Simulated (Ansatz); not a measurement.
Stepwise reaction of `[SiH3][SiH2][GeH2][SiH2][SiH3]` with hydrogen fluoride, as a gas-phase model of exchange steps in deposition or etching. ΔE in kJ/mol.

Program: Ansatz. Geometries: PBE0-D4/def2-TZVP. ΔE: electronic, gas phase. CCSD(T)/CBS is the MP2 limit (def2-TZVPP, def2-QZVPP) plus CCSD(T) − MP2 in def2-TZVPP, frozen cores. This one scheme is used for every species. Functionals use def2-TZVPP. B3LYP here is the variant with VWN-RPA as its local correlation; programs differ in this. For Ge outer-core shells are correlated without core-valence functions, which leaves a few kJ/mol of doubt a bond. Scalar relativity is left out up to krypton. Each species was taken in one conformer, which may not be the lowest.

```json
{"step": "2", "reaction": "`[F][GeH2][SiH2][SiH3]` + H–F → `[F][GeH2][F]` + `[SiH3][SiH3]`", "PBE-D4": "-37.6", "B3LYP-D4": "-51.6", "ωB97M-V": "-55.2", "CCSD(T)/CBS": "-45.3"}
```

Question: Give the row of step 1, `[SiH3][SiH2][GeH2][SiH2][SiH3]` + H–F → `[F][GeH2][SiH2][SiH3]` + `[SiH3][SiH3]`. (Best estimate.)

Answer: Ansatz gave: 
```
step                                                                           reaction  PBE-D4  B3LYP-D4  ωB97M-V  CCSD(T)/CBS
   1  `[SiH3][SiH2][GeH2][SiH2][SiH3]` + H–F → `[F][GeH2][SiH2][SiH3]` + `[SiH3][SiH3]`    -8.8     -24.6    -25.5        -11.5
```

Question: By hand: ΔE of the 2 steps together at CCSD(T)/CBS.

Answer: (-11.5) + (-45.3) = -56.8 kJ/mol, or -28.4 kJ/mol a step.

In ΔE each step is lower than the one before. All are downhill at CCSD(T)/CBS. PBE-D4 differs from CCSD(T)/CBS by 2.7 to 7.7 kJ/mol a step. Isolated molecules leave out the surface, adducts and barriers. Largest T1 diagnostic: 0.013.
